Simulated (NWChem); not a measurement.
System meant: Si₄H₉, doublet; SMILES [SiH2][SiH]([SiH3])[SiH3]

NWChem input:

```
start job
memory heap 200 mb stack 900 mb global 1100 mb
geometry units angstroms noautoz
  Si    -1.569759     1.620912     0.175744
  Si    -0.033542     0.062946    -0.639281
  Si    -0.553744    -2.075563     0.209154
  Si     2.121681     0.675276     0.080057
  H     -2.995289     1.374063    -0.252073
  H     -1.508629     1.751131     1.677496
  H     -0.093456     0.044020    -2.146737
  H      0.421059    -3.113143    -0.286706
  H     -1.945120    -2.480305    -0.197644
  H     -0.480906    -2.023983     1.711900
  H      3.138197    -0.337968    -0.375019
  H      2.504230     2.028421    -0.456249
  H      2.133014     0.727550     1.584794
end
basis spherical
  Si library def2-svp
  H library def2-svp
end
dft
  odft
  mult 2
  xc pbe0
  iterations 4
  mulliken
end
task dft energy
```

End of the output:

```
     --------------------------
     Expectation value of S2:
     --------------------------
      <S2> =      0.7537 (Exact =     0.7500)

 center of mass
 --------------
 x =  -0.03868114 y =   0.00674974 z =  -0.02206936

 moments of inertia (a.u.)
 ------------------
         963.856486315180          -0.000000000000           0.000000000000
          -0.000000000000         929.999819108599          -0.000000000000
           0.000000000000          -0.000000000000        1702.076594355739

     Multipole analysis of the density
     ---------------------------------

     L   x y z        total         alpha         beta         nuclear
     -   - - -        -----         -----         ----         -------
     0   0 0 0     -0.000000    -33.000000    -32.000000     65.000000

     1   1 0 0      0.043297      2.078759     -2.035462      0.000000
     1   0 1 0      0.008886      0.204035     -0.195149     -0.000000
     1   0 0 1     -0.051141     -0.037943     -0.013198     -0.000000

     2   2 0 0    -45.496602   -268.710926   -245.117879    468.332204
     2   1 1 0      0.082612     -1.240970     -1.716223      3.039805
     2   1 0 1     -0.090323      0.746912      0.898208     -1.735444
     2   0 2 0    -45.492798   -274.396673   -271.244092    500.147968
     2   0 1 1      0.101255      0.027723     -0.439626      0.513158
     2   0 0 2    -45.062362    -59.351473    -57.489322     71.778433

 ------------------------------------------------------------------------
 dft energy failed                                                                                  0
 ------------------------------------------------------------------------
 ------------------------------------------------------------------------
  current input line :
    29: task dft energy
 ------------------------------------------------------------------------
 ------------------------------------------------------------------------
 This type of error is most commonly associated with calculations not reaching convergence criteria
 ------------------------------------------------------------------------
 For more information see the NWChem manual at https://nwchemgit.github.io

0:dft energy failed:Received an Error in Communication
```

What is wrong, and how is it mended?

Convergence was not reached. Cause: the SCF was allowed too few iterations. This input runs:
```
start job
memory heap 200 mb stack 900 mb global 1100 mb
geometry units angstroms noautoz
  Si    -1.569759     1.620912     0.175744
  Si    -0.033542     0.062946    -0.639281
  Si    -0.553744    -2.075563     0.209154
  Si     2.121681     0.675276     0.080057
  H     -2.995289     1.374063    -0.252073
  H     -1.508629     1.751131     1.677496
  H     -0.093456     0.044020    -2.146737
  H      0.421059    -3.113143    -0.286706
  H     -1.945120    -2.480305    -0.197644
  H     -0.480906    -2.023983     1.711900
  H      3.138197    -0.337968    -0.375019
  H      2.504230     2.028421    -0.456249
  H      2.133014     0.727550     1.584794
end
basis spherical
  Si library def2-svp
  H library def2-svp
end
dft
  odft
  mult 2
  xc pbe0
  iterations 150
  mulliken
end
task dft energy
```
It converges to -1162.46288 Ha (PBE0/def2-SVP, spin-unrestricted).
